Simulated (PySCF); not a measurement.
PySCF input file for C3H7NSi, SMILES [SiH2]1C(C)=NC1, TDA-CAM-B3LYP/def2-SVPD. Coordinates come from a B3LYP-D3(BJ)/def2-SVP optimisation. This is a generated structure with no PubChem entry under its InChIKey; it may be hypothetical.

```python
import numpy as np
from pyscf import gto, scf, dft, tdscf

mol = gto.M(
    atom='''
    C    -0.23175899    2.19396782    0.00000000
    C     0.04028293    0.72717467   -0.00000000
    N     1.22855706    0.21962896   -0.00000000
    C     1.01605114   -1.25891377    0.00000000
    Si   -0.87238955   -0.93871420   -0.00000000
    H     0.71518639    2.75516256    0.00000000
    H    -0.82400747    2.48017415   -0.88543953
    H    -0.82400747    2.48017414    0.88543952
    H     1.46841835   -1.72778532    0.88919811
    H     1.46841834   -1.72778532   -0.88919811
    H    -1.66895216   -1.31435824    1.20836983
    H    -1.66895217   -1.31435824   -1.20836983
    ''',
    basis='def2-SVPD',
    charge=0,
    spin=0,
    symmetry=True,
    max_memory=1600,
    verbose=4,
)
mf = dft.RKS(mol, xc='cam-b3lyp').density_fit(auxbasis='def2-universal-jkfit')
mf.grids.level = 3
mf.conv_tol = 1e-9
mf.max_cycle = 100
mf.kernel()
mf.grids = dft.Grids(mol).set(level=1).build(with_non0tab=True)  # coarser grid for the response kernel
td = tdscf.TDA(mf)
td.singlet = True
td.nstates = 10
td.conv_tol = 1e-4
td.positive_eig_threshold = 1e-6
td.kernel(x0=td.get_init_guess(mf, 15))
td.analyze()
tt = tdscf.TDA(mf)
tt.singlet = False
tt.nstates = 4
tt.conv_tol = 1e-4
tt.positive_eig_threshold = 1e-6
tt.kernel(x0=tt.get_init_guess(mf, 9))
tt.analyze(verbose=3)
```

Program output:

```
PySCF version 2.14.0

[INPUT] verbose = 4
[INPUT] num. atoms = 12
[INPUT] num. electrons = 46
[INPUT] charge = 0
[INPUT] spin (= nelec alpha-beta = 2S) = 0
[INPUT] symmetry True subgroup None
[INPUT] Mole.unit = angstrom
[INPUT] Symbol           X                Y                Z      unit          X                Y                Z       unit  Magmom
[INPUT]  1 C     -0.231758990000   2.193967820000   0.000000000000 AA   -0.437961018006   4.145998305909   0.000000000000 Bohr   0.0
[INPUT]  2 C      0.040282930000   0.727174670000   0.000000000000 AA    0.076123705195   1.374160971021   0.000000000000 Bohr   0.0
[INPUT]  3 N      1.228557060000   0.219628960000   0.000000000000 AA    2.321636371801   0.415038583423   0.000000000000 Bohr   0.0
[INPUT]  4 C      1.016051140000  -1.258913770000   0.000000000000 AA    1.920058383152  -2.379002239744   0.000000000000 Bohr   0.0
[INPUT]  5 Si    -0.872389550000  -0.938714200000   0.000000000000 AA   -1.648577323433  -1.773912747240   0.000000000000 Bohr   0.0
[INPUT]  6 H      0.715186390000   2.755162560000   0.000000000000 AA    1.351506405116   5.206502667056   0.000000000000 Bohr   0.0
[INPUT]  7 H     -0.824007470000   2.480174150000  -0.885439530000 AA   -1.557148442896   4.686849884726  -1.673238211564 Bohr   0.0
[INPUT]  8 H     -0.824007470000   2.480174140000   0.885439520000 AA   -1.557148442896   4.686849865829   1.673238192666 Bohr   0.0
[INPUT]  9 H      1.468418350000  -1.727785320000   0.889198110000 AA    2.774908517786  -3.265041056844   1.680340898381 Bohr   0.0
[INPUT] 10 H      1.468418340000  -1.727785320000  -0.889198110000 AA    2.774908498888  -3.265041056844  -1.680340898381 Bohr   0.0
[INPUT] 11 H     -1.668952160000  -1.314358240000   1.208369830000 AA   -3.153862497401  -2.483777103165   2.283488035887 Bohr   0.0
[INPUT] 12 H     -1.668952170000  -1.314358240000  -1.208369830000 AA   -3.153862516299  -2.483777103165  -2.283488035887 Bohr   0.0

nuclear repulsion = 214.775571259912
point group symmetry = Cs
symmetry origin: [ 4.10809995e-10 -1.23243012e-09 -4.10810024e-10]
symmetry axis x: [1.00000000e+00 4.49232153e-10 8.73947787e-10]
symmetry axis y: [-4.49232153e-10  1.00000000e+00 -4.34348695e-10]
symmetry axis z: [-8.73947787e-10  4.34348808e-10  1.00000000e+00]
num. orbitals of irrep A' = 103
num. orbitals of irrep A" = 57
number of shells = 70
number of NR pGTOs = 232
number of NR cGTOs = 160
basis = def2-SVPD
ecp = {}


[settings echo left out]
init E= -462.854840607228
HOMO (A') = -0.26666842297142  LUMO (A") = -0.0676963596599078  gap/eV = 5.41431
cycle= 1 E= -462.392387405241  delta_E= 0.462  |g|= 0.327  |ddm|= 4.78
HOMO (A') = -0.240144410551675  LUMO (A') = 0.0183008678626875  gap/eV = 7.03265
cycle= 2 E= -462.383770714647  delta_E= 0.00862  |g|= 0.423  |ddm|= 1.41
HOMO (A') = -0.299376700149935  LUMO (A") = 0.0231803246687665  gap/eV = 8.77722
cycle= 3 E= -462.424067890215  delta_E= -0.0403  |g|= 0.0658  |ddm|= 0.746
HOMO (A') = -0.2990868160356  LUMO (A") = 0.0234071224331975  gap/eV = 8.77551
cycle= 4 E= -462.424969156834  delta_E= -0.000901  |g|= 0.0289  |ddm|= 0.131
HOMO (A') = -0.2990485889022  LUMO (A") = 0.0256287254034704  gap/eV = 8.83492
cycle= 5 E= -462.425178466604  delta_E= -0.000209  |g|= 0.00373  |ddm|= 0.0473
HOMO (A') = -0.299691976594232  LUMO (A") = 0.0249915294633722  gap/eV = 8.83509
cycle= 6 E= -462.42518337704  delta_E= -4.91e-06  |g|= 0.00146  |ddm|= 0.0107
HOMO (A') = -0.299465882582638  LUMO (A") = 0.0253002997481837  gap/eV = 8.83734
cycle= 7 E= -462.425184017824  delta_E= -6.41e-07  |g|= 0.000539  |ddm|= 0.00379
HOMO (A') = -0.299562618803288  LUMO (A") = 0.0252286209052164  gap/eV = 8.83802
cycle= 8 E= -462.425184112451  delta_E= -9.46e-08  |g|= 0.000191  |ddm|= 0.00167
HOMO (A') = -0.299578760602838  LUMO (A") = 0.0252313894749849  gap/eV = 8.83853
cycle= 9 E= -462.425184123722  delta_E= -1.13e-08  |g|= 3.98e-05  |ddm|= 0.000534
HOMO (A') = -0.299580723803386  LUMO (A") = 0.0252313950587806  gap/eV = 8.83859
cycle= 10 E= -462.425184124225  delta_E= -5.03e-10  |g|= 1.53e-05  |ddm|= 0.000129
HOMO (A') = -0.29958178797015  LUMO (A") = 0.0252314954287818  gap/eV = 8.83862
Extra cycle  E= -462.425184124232  delta_E= -6.59e-12  |g|= 1.6e-05  |ddm|= 4.44e-05
converged SCF energy = -462.425184124232
tot grids = 44376
Overwritten attributes  positive_eig_threshold  of <class 'pyscf.tdscf.rks.TDA'>


******** <class 'pyscf.tdscf.rks.TDA'> for <class 'pyscf.df.df_jk.DFSymAdaptedRKS'> ********
nstates = 10 singlet
deg_eia_thresh = 1.000e-03
wfnsym = None
conv_tol = 0.0001
eigh lindep = 1e-12
eigh level_shift = 0
eigh max_cycle = 100


Excitation energies (eV)
[4.5047867  5.71155564 6.55091911 6.58046364 7.10327621 7.34287252
 7.40498256 7.78568206 7.89770761 8.00233628]

** Singlet excitation energies and oscillator strengths **
Excited State   1:   A"      4.50479 eV    275.23 nm  f=0.0003
      23 -> 24       -0.69680
Excited State   2:   A'      5.71156 eV    217.08 nm  f=0.0014
      23 -> 25       -0.68979
Excited State   3:   A'      6.55092 eV    189.26 nm  f=0.0163
      23 -> 26       -0.59879
      23 -> 27        0.35720
Excited State   4:   A"      6.58046 eV    188.41 nm  f=0.0006
      21 -> 24        0.69548
Excited State   5:   A'      7.10328 eV    174.55 nm  f=0.0331
      21 -> 25        0.17133
      22 -> 24       -0.10380
      23 -> 26        0.34167
      23 -> 27        0.55773
Excited State   6:   A"      7.34287 eV    168.85 nm  f=0.0010
      22 -> 25       -0.68722
Excited State   7:   A'      7.40498 eV    167.43 nm  f=0.0778
      21 -> 27        0.12522
      22 -> 24       -0.57146
      23 -> 28       -0.27570
      23 -> 29       -0.12131
Excited State   8:   A'      7.78568 eV    159.25 nm  f=0.0781
      21 -> 25       -0.44041
      21 -> 26        0.15954
      22 -> 24        0.14807
      23 -> 28       -0.37191
      23 -> 29        0.26577
Excited State   9:   A'      7.89771 eV    156.99 nm  f=0.0924
      21 -> 25       -0.47477
      21 -> 27        0.13033
      23 -> 27        0.11000
      23 -> 28        0.36843
      23 -> 29       -0.24358
Excited State  10:   A"      8.00234 eV    154.94 nm  f=0.0000
      22 -> 26       -0.43533
      22 -> 27        0.29333
      23 -> 30       -0.38255
      23 -> 31        0.20943

** Transition electric dipole moments (AU) **
state          X           Y           Z        Dip. S.      Osc.
  1        -0.0000     -0.0000     -0.0521      0.0027      0.0003
  2        -0.0533     -0.0834      0.0000      0.0098      0.0014
  3         0.2432      0.2058      0.0000      0.1015      0.0163
  4        -0.0000     -0.0000      0.0624      0.0039      0.0006
  5        -0.3930     -0.1894     -0.0000      0.1903      0.0331
  6        -0.0000     -0.0000     -0.0739      0.0055      0.0010
  7        -0.5164      0.4024     -0.0000      0.4287      0.0778
  8        -0.3551     -0.5321     -0.0000      0.4092      0.0781
  9        -0.6747      0.1495      0.0000      0.4776      0.0924
 10         0.0000      0.0000     -0.0128      0.0002      0.0000

** Transition velocity dipole moments (imaginary part, AU) **
state          X           Y           Z        Dip. S.      Osc.
  1         0.0000     -0.0000     -0.0192      0.0004      0.0015
  2         0.0052     -0.0066     -0.0000      0.0001      0.0002
  3         0.0564      0.0515      0.0000      0.0058      0.0161
  4         0.0000      0.0000     -0.0252      0.0006      0.0018
  5        -0.0537     -0.0593      0.0000      0.0064      0.0164
  6        -0.0000     -0.0000     -0.0477      0.0023      0.0056
  7         0.0421      0.0624     -0.0000      0.0057      0.0139
  8        -0.1260     -0.1197     -0.0000      0.0302      0.0703
  9        -0.1081      0.0346      0.0000      0.0129      0.0296
 10         0.0000      0.0000      0.0337      0.0011      0.0026

** Transition magnetic dipole moments (imaginary part, AU) **
state          X           Y           Z
  1        -0.6404      0.8300      0.0000
  2        -0.0000      0.0000     -1.8424
  3         0.0000     -0.0000     -0.0254
  4         0.2556     -0.1750     -0.0000
  5         0.0000     -0.0000     -0.2677
  6         0.1296      0.0855     -0.0000
  7        -0.0000      0.0000     -0.8033
  8         0.0000     -0.0000      0.2610
  9        -0.0000      0.0000      0.2274
 10         0.4566     -0.4080     -0.0000


******** <class 'pyscf.tdscf.rks.TDA'> for <class 'pyscf.df.df_jk.DFSymAdaptedRKS'> ********
nstates = 4 triplet
deg_eia_thresh = 1.000e-03
wfnsym = None
conv_tol = 0.0001
eigh lindep = 1e-12
eigh level_shift = 0
eigh max_cycle = 100


Excitation energies (eV)
[3.62775952 4.55692507 5.4567291  6.19134292]

** Triplet excitation energies and oscillator strengths **
Excited State   1:   A"      3.62776 eV    341.77 nm  f=0.0000
Excited State   2:   A'      4.55693 eV    272.08 nm  f=0.0000
Excited State   3:   A'      5.45673 eV    227.21 nm  f=0.0000
Excited State   4:   A"      6.19134 eV    200.25 nm  f=0.0000
```

Self-consistency was reached.
